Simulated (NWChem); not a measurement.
System: GeI, doublet; SMILES [Ge][I]

NWChem input:

```
start job
memory heap 200 mb stack 900 mb global 1100 mb
geometry units angstroms noautosym nocenter noautoz
  Ge     0.000000     0.000000    -1.589279
  I      0.000000     0.000000     0.959765
end
basis spherical
  * library def2-svpd
end
ecp
  I library def2-ecp
end
dft
  odft
  mult 2
  xc xpbe96 cpbe96
  iterations 150
end
tddft
  cis
  nroots 8
end
task tddft energy
```

Parts of the log:

```
             Northwest Computational Chemistry Package (NWChem) 7.3.0
             --------------------------------------------------------

                             Geometry "geometry" -> ""
                             -------------------------

 Output coordinates in angstroms (scale by  1.889725989 to convert to a.u.)

  No.       Tag          Charge          X              Y              Z
 ---- ---------------- ---------- -------------- -------------- --------------
    1 Ge                  32.0000     0.00000000     0.00000000    -1.58927900
    2 I                   53.0000     0.00000000     0.00000000     0.95976500

 Effective nuclear repulsion energy (a.u.)     352.0867487197

 Summary of "ao basis" -> "ao basis" (spherical)
 ------------------------------------------------------------------------------
       Tag                 Description            Shells   Functions and Types
 ---------------- ------------------------------  ------  ---------------------
 Ge                        def2-svpd                14       38   6s4p4d
 I                         def2-svpd                13       35   5s5p3d

            General Information
            -------------------
          SCF calculation type: DFT
          Wavefunction type:  spin polarized.
          No. of atoms     :     2
          No. of electrons :    57
           Alpha electrons :    29
            Beta electrons :    28
          Charge           :     0
          Spin multiplicity:     2
          Use of symmetry is: off; symmetry adaption is: off
          Maximum number of iterations: 150
          AO basis - number of functions:    73
                     number of shells:    27
          Convergence on energy requested:  1.00D-06
          Convergence on density requested:  1.00D-05
          Convergence on gradient requested:  5.00D-04

              XC Information
              --------------
          PerdewBurkeErnzerhof Exchange Functional  1.000
            Perdew 1991 LDA Correlation Functional  1.000 local
           PerdewBurkeErnz. Correlation Functional  1.000 non-local

             Grid Information
             ----------------
          Grid used for XC integration:  medium
          Radial quadrature: Mura-Knowles
          Angular quadrature: Lebedev.
          Tag              B.-S. Rad. Rad. Pts. Rad. Cut. Ang. Pts.
          ---              ---------- --------- --------- ---------
          Ge                  1.25      112          13.0       590
          I                   1.40      123          12.0       590
          Grid pruning is: on
          Number of quadrature shells:   235
          Spatial weights used:  Erf1

      Superposition of Atomic Density Guess
      -------------------------------------

 Sum of atomic energies:       -2422.17030114

      Non-variational initial energy
      ------------------------------

 Total energy =   -2371.711325
 1-e energy   =   -3743.915181
 2-e energy   =    1206.125201
 HOMO         =      -0.063241
 LUMO         =      -0.063241

[...]

                                NWChem TDDFT Module
                                -------------------

            General Information
            -------------------
           No. of orbitals :     146
            Alpha orbitals :      73
             Beta orbitals :      73
        Alpha frozen cores :       0
         Beta frozen cores :       0
     Alpha frozen virtuals :       0
      Beta frozen virtuals :       0
         Spin multiplicity :       2
    Number of AO functions :      73
        Use of symmetry is : off
      Symmetry adaption is : off
         Schwarz screening :  0.10D-07

              XC Information
              --------------
   PerdewBurkeErnzerhof Exchange Functional   1.00
     Perdew 1991 LDA Correlation Functional   1.00 local
    PerdewBurkeErnz. Correlation Functional   1.00 non-local

             TDDFT Information
             -----------------
          Calculation type : Tamm-Dancoff TDDFT
         Wavefunction type : Unrestricted
          No. of electrons :      57
           Alpha electrons :      29
            Beta electrons :      28
              No. of roots :       8
          Max subspacesize :    5600
            Max iterations :     100
               Target root :       1
           Target symmetry : none
      Symmetry restriction : off
                 Algorithm : Optimal
        Davidson threshold :  0.10D-03

    8 smallest eigenvalue differences (eV)
--------------------------------------------------------
  No. Spin  Occ  Vir  Irrep   E(Occ)    E(Vir)   E(Diff)
--------------------------------------------------------
    1    1   29   30 a        -0.154    -0.150     0.114
    2    1   29   31 a        -0.154    -0.066     2.392
    3    1   28   30 a        -0.257    -0.150     2.920
    4    1   27   30 a        -0.261    -0.150     3.022
    5    2   28   29 a        -0.250    -0.137     3.063
    6    2   27   29 a        -0.260    -0.137     3.336
    7    1   26   30 a        -0.275    -0.150     3.398
    8    2   26   29 a        -0.267    -0.137     3.528
--------------------------------------------------------

  Entering Davidson iterations
  Unrestricted

  Iter   NTrls   NConv    DeltaV     DeltaE      Time
  ----  ------  ------  ---------  ---------  ---------
    1      8       0     0.13E+00   0.10+100        3.0
    2     16       0     0.60E-01   0.36E-01        3.2
    3     24       3     0.19E-01   0.77E-02        3.1
    4     29       5     0.27E-02   0.52E-03        2.5
    5     32       7     0.36E-03   0.11E-04        2.3
    6     33       8     0.95E-04   0.17E-06        1.9
  ----  ------  ------  ---------  ---------  ---------
  Convergence criterion met

  Ground state a       -2374.122094412909 a.u.
  <S2> =   0.7540

  ----------------------------------------------------------------------------
  Root   1         a              0.002947075 a.u.                0.0802 eV
  <S2> =   0.7606
  ----------------------------------------------------------------------------
     Transition Moments    X -0.00000   Y  0.00000   Z -0.00000
     Dipole Oscillator Strength                    0.0000000000
     Electric Quadrupole                           0.0000000000
     Magnetic Dipole                               0.0000000263
     Total Oscillator Strength                     0.0000000263

     Occ.   29 alpha a   ---  Virt.   30 alpha a        0.99902
  ----------------------------------------------------------------------------
  Root   2         a              0.087144561 a.u.                2.3713 eV
  <S2> =   0.7648
  ----------------------------------------------------------------------------
     Transition Moments    X -0.18560   Y  0.09497   Z -0.00000
     Dipole Oscillator Strength                    0.0025252851
     Electric Quadrupole                           0.0000000030
     Magnetic Dipole                               0.0000001053
     Total Oscillator Strength                     0.0025253934

     Occ.   29 alpha a   ---  Virt.   31 alpha a        0.99814
  ----------------------------------------------------------------------------
  Root   3         a              0.104233261 a.u.                2.8363 eV
  <S2> =   2.6906
  ----------------------------------------------------------------------------
     Transition Moments    X -0.00000   Y -0.00000   Z -0.11593
     Dipole Oscillator Strength                    0.0009339841
     Electric Quadrupole                           0.0000000000
     Magnetic Dipole                               0.0000000000
     Total Oscillator Strength                     0.0009339841

     Occ.   27 alpha a   ---  Virt.   30 alpha a       -0.78833
     Occ.   27 beta  a   ---  Virt.   29 beta  a        0.60335
     Occ.   28 beta  a   ---  Virt.   30 beta  a        0.10583
  ----------------------------------------------------------------------------
  Root   4         a              0.105089755 a.u.                2.8596 eV
  <S2> =   2.5445
  ----------------------------------------------------------------------------
     Transition Moments    X  0.00000   Y -0.00000   Z  0.00000
     Dipole Oscillator Strength                    0.0000000000
     Electric Quadrupole                           0.0000000000
     Magnetic Dipole                               0.0000000005
     Total Oscillator Strength                     0.0000000005

[...]
```

Level: PBE/def2-SVPD with def2 effective core potentials on I, spin-unrestricted, TDA. The state is orbitally degenerate and is run as one real component. The geometry was optimised at PBE0/def2-SVP, spin-unrestricted. No stability test was run on the SCF state. def2 effective core potentials on I; no spin-orbit coupling.
